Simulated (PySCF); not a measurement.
C3H7FSi.
SMILES with atom numbers: `[F:1][SiH:2]1[CH2:3][CH2:4][CH2:5]1` (hydrogens: H6 on Si2; H7, H8 on C3; H9, H10 on C4; H11, H12 on C5)

Theory: PBE0-D3(BJ)/def2-SVP geometry optimisation, gas phase in PySCF.

Question: List the bond lengths, angles and torsions at this level.

Answer: 
| bond | length (bohr) | order |
| --- | --- | --- |
| F1–Si2 | 3.078 | single |
| Si2–C3, Si2–C5 | 3.544 | single |
| C3–C4, C4–C5 | 2.942 | single |
| Si2–H6 | 2.819 | single |
| C3–H7, C5–H12 | 2.083 | single |
| C3–H8, C5–H11 | 2.076 | single |
| C4–H9 | 2.083 | single |
| C4–H10 | 2.082 | single |

Bonds in one row agree within 0.02 bohr and their mean is given. Orders are formal, as drawn. A selection of angles:
| angle | degrees |
| --- | --- |
| F1–Si2–C3 | 119.6 |
| F1–Si2–H6 | 106.3 |
| C3–Si2–C5 | 79.8 |
| C3–Si2–H6 | 115.1 |
| Si2–C3–C4 | 85.2 |
| Si2–C3–H7 | 111.2 |
| Si2–C3–H8 | 122.2 |
| C4–C3–H7 | 110.8 |
| C4–C3–H8 | 116.8 |
| H7–C3–H8 | 108.8 |
| C3–C4–C5 | 101.2 |
| C3–C4–H9 | 110.0 |
| C3–C4–H10 | 114.3 |
| H9–C4–H10 | 106.8 |

Torsions: F1–Si2–C3–C4 138° (anticlinal); Si2–C3–C4–C5 -24° (synperiplanar); C3–C4–C5–Si2 24° (synperiplanar); F1–Si2–C5–C4 -138° (anticlinal).

Si2 (fluorine-bound silicon) has angles from 79.8° to 119.6°. The 4-membered ring Si2–C3–C4–C5 has internal angles of 79.8° to 101.2°; it is puckered, 0.16 Å rms from its mean plane, widest ring torsion 24°.

Point group: Cs (tolerance 0.08 Å). No PBE0-D3(BJ)/def2-SVP frequencies stand behind this structure, so it isn't proved a minimum. The numbers are those of one conformer.
